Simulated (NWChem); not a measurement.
System meant: BBrCl₂; SMILES ClB(Cl)Br

Input file for NWChem:

```
start job
memory heap 200 mb stack 700 mb global 900 mb
geometry units angstroms noautosym nocenter noautoz
  B     -0.002159    -0.493607     0.000000
  Cl    -0.000060    -1.371613     1.516432
  Cl    -0.000060    -1.371613    -1.516432
  Br    -0.000250     1.419851     0.000000
end
basis spherical
  * library 6-31g*
end
dft
  xc m06-2x
  iterations 150
end
property
  shielding 3 1 2 4
end
task dft property
```

End of the output:

```
 Vector   40  Occ=0.000000D+00  E= 1.191367D-01
              MO Center= -5.5D-04, -6.0D-01,  1.2D-09, r^2= 5.0D+00
   Bfn.  Coefficient  Atom+Function         Bfn.  Coefficient  Atom+Function
  ----- ------------  ---------------      ----- ------------  ---------------
     8      1.753019  1 B  py                64     -1.029911  4 Br s
    66      0.963087  4 Br py                 6     -0.871495  1 B  s
    24      0.862478  2 Cl s                 42      0.862478  3 Cl s
    27     -0.854815  2 Cl pz                45      0.854815  3 Cl pz
     4      0.504900  1 B  py                23     -0.201896  2 Cl pz

 center of mass
 --------------
 x =  -0.00056322 y =   0.14223492 z =   0.00000000

 moments of inertia (a.u.)
 ------------------
        1625.843422527440           0.025963344327           0.000000000000
           0.025963344327         574.321417652517           0.000000000000
           0.000000000000           0.000000000000        1051.522306804503

     Multipole analysis of the density
     ---------------------------------

     L   x y z        total         alpha         beta         nuclear
     -   - - -        -----         -----         ----         -------
     0   0 0 0     -0.000000    -37.000000    -37.000000     74.000000

     1   1 0 0     -0.001067      0.019861      0.019861     -0.040790
     1   0 1 0      0.015313     -0.551616     -0.551616      1.118544
     1   0 0 1     -0.000000     -0.000000     -0.000000      0.000000

     2   2 0 0    -35.745569    -17.872830    -17.872830      0.000091
     2   1 1 0      0.002283      0.008814      0.008814     -0.015345
     2   1 0 1      0.000000      0.000000      0.000000      0.000000
     2   0 2 0    -36.234706   -260.489747   -260.489747    484.744787
     2   0 1 1      0.000000      0.000000      0.000000      0.000000
     2   0 0 2    -36.798555   -158.001545   -158.001545    279.204536

          -----------------------------------------
          Chemical Shielding Tensors (GIAO, in ppm)
          -----------------------------------------

 ------------------------------------------------------------------------
  xm06: d2 not coded                    0
 ------------------------------------------------------------------------
 ------------------------------------------------------------------------
  current input line :
    19: task dft property
 ------------------------------------------------------------------------
 ------------------------------------------------------------------------
 This error has not yet been assigned to a category
 ------------------------------------------------------------------------
 For more information see the NWChem manual at https://nwchemgit.github.io

0: xm06: d2 not coded:Received an Error in Communication
```

Q: What is wrong, and how is it mended?

A: The program stopped with an error. Cause: this functional's second derivatives, which shieldings need, aren't coded here; the fix takes a hybrid GGA instead. This input runs:
```
start job
memory heap 200 mb stack 700 mb global 900 mb
geometry units angstroms noautosym nocenter noautoz
  B     -0.002159    -0.493607     0.000000
  Cl    -0.000060    -1.371613     1.516432
  Cl    -0.000060    -1.371613    -1.516432
  Br    -0.000250     1.419851     0.000000
end
basis spherical
  * library 6-31g*
end
dft
  xc pbe0
  iterations 150
end
property
  shielding 3 1 2 4
end
task dft property
```
It converges to -3518.54134 Ha (PBE0/6-31G* (spherical d), GIAO).
